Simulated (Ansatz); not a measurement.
Basis-set extrapolation for CH7ClOSi2 (`CO[SiH2][SiH2]Cl`) (PBE0-D4/def2-TZVP geometry, frozen core, Ansatz). Multiplicity 1, RHF reference.

|  | def2-TZVPP | def2-QZVPP |
| --- | --- | --- |
| HF | -1154.336607 | -1154.373375 |
| MP2 correlation | -0.843335 | -0.912610 |
| CCSD(T) correlation | -0.942672 | not run |

Energies in hartree. Use E(X) = E(∞) + A·exp(−7.88·√X) for Hartree–Fock and E(X) = E(∞) + B·X^(−2.97) for correlation, with X = 3 and 4, and add CCSD(T) minus MP2 of the smaller set to the MP2 limit.

Q: What is the CCSD(T) energy at the basis-set limit?

A: HF limit: -1154.373375 + (-0.036768) × 0.13774 = -1154.37844. MP2 limit: -0.912610 + (-0.069275) × 0.74074 = -0.96392. Higher-order term: -0.942672 − (-0.843335) = -0.09934. Total: -1155.44170 hartree, 426.4 kJ/mol below CCSD(T)/def2-TZVPP.
